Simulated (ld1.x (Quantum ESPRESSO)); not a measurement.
**Si: one change to an ultrasoft potential, before and after**

Si (Z = 14), ultrasoft, made with ld1.x (Quantum ESPRESSO) 7.5 (PBE, scalar-relativistic). Core [Ne], reference 3s1.75 3p2.25. Waves: 3s (bound): rcut 1.30, rcutus 1.65 bohr; 3s channel at 2 Ry: rcut 1.30, rcutus 1.65 bohr; 3p (bound): rcut 1.35, rcutus 1.50 bohr; 3p channel at 0.6 Ry: rcut 1.35, rcutus 1.50 bohr. Local part: all-electron potential smoothed inside 1.25 bohr (lloc = -1). Core correction: none. Augmentation charge: built from norm-conserving waves at rcut, not smoothed further.

Change: local potential all-electron potential smoothed inside 0.70 bohr (lloc = -1).

Cutoffs: the cutoffs (Ry, on a coarse ladder) from which the occupation-weighted sum of valence levels, in a spherical-Bessel basis at the reference potential, stays within 10 and 1 mRy of its value at 400 Ry; they do not see the model core or the augmentation charge, which bear on the density cutoff. Errors are all-electron minus pseudo energies relative to the spin-unpolarised reference configuration.

**Question.** How do hardness, ghosts and transferability respond?

**Answer.** The potential gets softer (12 Ry and 35 Ry → 10 Ry and 18 Ry); the bound ghosts move from p to p, s; the errors of the 7 common tests hardly move. A state that the projectors do not describe sees the local part alone, so a deeper or shallower local part can create or remove a ghost.

```csv
quantity,base,changed
"cutoff, loose",12 Ry,10 Ry
"cutoff, tight",35 Ry,18 Ry
bound ghosts,p,"p, s"
"error for 3s2 3p2, meV [ΔE -1.69 eV]",+0.4,+0.4
"error for 3s2 3p1, meV [ΔE 6.05 eV]",-1.3,-1.3
"error for 3s2 3p0, meV [ΔE 22.04 eV]",-5.7,-6.0
"error for 3s2 3p1.5, meV [ΔE 1.23 eV]",+0.1,+0.1
"error for 3s1 3p3, meV [ΔE 5.13 eV]",+3.7,+3.6
"error for 3s1 3p2, meV [ΔE 13.48 eV]",+2.7,+2.6
"error for 3s0 3p4, meV [ΔE 12.09 eV]",+23,+23
s: phases at 1.81 bohr within 0.05 rad from the reference energy up to (Ry; the scan ends near 5),to the end of the scan,to the end of the scan
p: phases at 1.81 bohr within 0.05 rad from the reference energy up to (Ry; the scan ends near 5),to the end of the scan,to the end of the scan
lowest overlap eigenvalue by channel,"s 0.28, p 0.40","s 0.18, p 0.37"
```

 A true bound ghost makes a file unfit for plane-wave use even where its test errors are small: the radial tests pick states by their node count and pass the ghost by.
